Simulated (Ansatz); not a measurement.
`O[SiH]1BC1`. The species carries charge 0 and has multiplicity 1.

Cartesian coordinates in Å:
```
O 0.743 1.833 -0.036
Si 0.777 0.228 0.317
B 0.240 -1.164 -0.833
C -1.013 -0.539 -0.354
H 0.683 2.436 0.707
H 1.219 0.089 1.733
H 0.502 -2.307 -1.022
H -1.246 0.530 -0.420
H -1.906 -1.105 -0.092
```

Question: List the harmonic frequencies (cm⁻¹, unscaled) at PBE0-D4/def2-TZVP in Ansatz. (An estimate is asked.)

Answer: Computed: 207, 257, 305, 325, 505, 578, 621, 729, 786, 828, 864, 887, 959, 1033, 1193, 1452, 2192, 2696, 3078, 3145, 3907.

Question: Is this a minimum?

Answer: Yes, all 21 modes are real.

Question: Give the ideal-gas thermochemistry at 298.15 K and 1 bar (rigid rotor, harmonic oscillator; point group C1, symmetry number 1).

Answer: Zero-point energy 158.8 kJ/mol; H(298) − E = 176.2 kJ/mol; entropy 303.9 J/(mol·K), of which translation 162.2, rotation 103.2, vibration 38.5; G(298) − E = 85.6 kJ/mol.

Question: And at 400, 500, 600, 800 and 1000 K?

Answer: 
```tsv
T (K)	H − E (kJ/mol)	S (J/mol/K)	G − E (kJ/mol)
400	186.7	334.2	53.0
500	198.7	361.0	18.3
600	212.0	385.1	-19.1
800	241.2	427.0	-100.4
1000	273.1	462.5	-189.4
```
